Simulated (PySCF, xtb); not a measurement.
CH₅F₂NSi, SMILES [SiH2](N)C(F)F.

GFN2-xTB run with xtb at its own geometry gives an orbital gap of 5.83 eV and a dipole moment of 3.92 D.

Geometry optimised at ωB97X-D3(BJ)/def2-SVP. The structure was generated by enumeration, and PubChem lists no compound with its InChIKey, so it may never have been made. One conformer was computed; it need not be the lowest.

Q: What does PySCF with PBE/def2-TZVP give? (The exact figures need the calculation; the answer reports its results.)

A: gap 5.51 eV (levels -6.21 and -0.70 eV), dipole 2.60 D.
